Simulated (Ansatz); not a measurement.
`[F][GaH][SiH3]` → `[F][GaH2]` + `[SiH2]` at 700 K and 1 bar (silylene loss).

Isolated molecules relaxed with PBE0-D4/def2-TZVP in Ansatz; ΔE leaves out vibrations. CCSD(T)/CBS adds triple-zeta CCSD(T) − MP2 to the extrapolated MP2 energy (def2 sets, frozen cores). This one scheme is used for every species. For Ga outer-core shells are correlated without core-valence functions, which leaves a few kJ/mol of doubt a bond. Scalar relativity is left out up to krypton.

```
         species  CCSD(T)/CBS energy (Eh)  H − E (kJ/mol)  S (J/(mol·K))
`[F][GaH][SiH3]`              -2315.24439           148.3          426.2
     `[F][GaH2]`              -2024.95631            74.9          302.8
        `[SiH2]`               -290.19011            56.3          240.4
```

H − E and S are ideal-gas, rigid-rotor, harmonic terms from PBE0-D4/def2-TZVP. 1 Eh = 2625.50 kJ/mol, R = 8.31446 J/(mol·K).

Task: By hand: ΔE, ΔH, ΔS and ΔG.

Result: ΔE = (-2024.95631) + (-290.19011) − (-2315.24439) = 0.09797 Eh = 257.2 kJ/mol. Δ(H − E) = 74.9 + 56.3 − 148.3 = -17.1, so ΔH = 240.1 kJ/mol. ΔS = 302.8 + 240.4 − 426.2 = 117.0 J/(mol·K). ΔG = 240.1 − 700 × (117.0)/1000 = 158.2 kJ/mol.

Task: By hand: the equilibrium constant, and the temperature at which ΔG would vanish if ΔH and ΔS stayed fixed.

Result: log₁₀ K = −ΔG/(RT ln 10) = -11.8. ΔG = 0 at ΔH/ΔS = 2052 K.

The number of gas molecules changes by +1, which sets the sign of ΔS. A doubt of 5 kJ/mol in ΔE shifts log₁₀ K by 0.4 here. Modes under 60 cm⁻¹, often nearly free rotors, make the harmonic entropy too high. These are equilibria of isolated gas molecules and say nothing of rates. Largest T1 diagnostic: 0.014 (customary marks: 0.02 for closed shells, 0.045 for open ones).
